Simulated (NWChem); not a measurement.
# HfH2I2; SMILES [I][HfH2][I]

```xyz
5

Hf     0.0000     0.0000    -0.8026
I      2.3076     0.0000     0.5810
I     -2.3076     0.0000     0.5810
H      0.0000     1.4643    -1.8977
H      0.0000    -1.4643    -1.8977
```
Atoms are numbered in this order, from 1.

Program: NWChem. Medium grid unless said otherwise, to which SCAN and Minnesota functionals are sensitive. Geometry: optimised at PBE0/def2-SVP. def2 effective core potentials on I, Hf; no spin-orbit coupling.

For level MN15/def2-SVP:

| Property | Value |
|---|---|
| highest occupied level (eV) | -8.71 |
| orbital gap (eV) | 6.54 |
| dipole (D) | 0.36 |

Q: What are these values for level SCAN/def2-SVP?

A: 
| Quantity | Value |
|---|---|
| highest occupied level (eV) | -7.46 |
| orbital gap (eV) | 4.18 |
| dipole (D) | 0.22 |
